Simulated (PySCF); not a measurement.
A structure optimised at TPSSh-D3(BJ)/def2-SVP, used in a PySCF frequency run:

```
Al
O 1 1.7192
H 2 0.9642 1 124.49
C 1 1.9577 2 115.30 3 180.00
H 4 1.1024 1 111.95 2 0.00
H 4 1.1052 5 107.73 1 -122.91
H 4 1.1052 5 107.73 6 -114.19
C 1 1.9671 2 121.45 3 0.00
H 8 1.1031 1 114.06 2 0.00
H 8 1.1056 9 107.38 1 -123.15
H 8 1.1056 9 107.38 10 -113.70
```

Task: Write its SMILES, formula and point group.

Result: [CH3][Al]([CH3])[OH], C2H7AlO, Cs

Task: What are its rotational constants (standard atomic weights)?

Result: 5.8252, 4.9365, 2.7641 GHz
